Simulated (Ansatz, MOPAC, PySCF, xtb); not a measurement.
Noncovalent pair: AsH3 (SMILES [AsH3]) (first 4 atoms) with HBr (SMILES Br); geometry from B3LYP-D3(BJ)/def2-TZVP, rigid monomers moved along the line of their centres of mass till As1···H6 is 2.33 Å.
(charge 0, multiplicity 1):
```xyz
6

As    -0.24590    -0.19971     0.14388
H     -0.93105     0.73324    -0.84219
H     -0.41635    -1.41915    -0.74823
H      1.14503     0.10944    -0.38687
Br    -1.06167    -0.23757     3.82676
H     -0.75067    -0.22282     2.42145
```

Monomers are frozen at their geometry in the pair; levels with a basis set take the counterpoise correction.

The state that PM7 reach isn't checked; PM7 holds dispersion and hydrogen-bond terms.

Codes used: Ansatz (Gaussian orbitals); MOPAC for PM7 (differences of heats of formation); PySCF for the dispersion terms; xtb for the GFN methods. Each number belongs to the level named beside it.

### Question
One of these levels gives 0.50 kcal/mol for the interaction energy. Name it.
(A) GFN2-xTB
(B) PBE0-D4/def2-TZVPPD
(C) PM7
(D) GFN-FF

### Answer
C, PM7. The others give -1.36 (GFN-FF), -0.48 (GFN2-xTB), -2.98 (PBE0-D4/def2-TZVPPD)

Ansatz is an electronic-structure program.
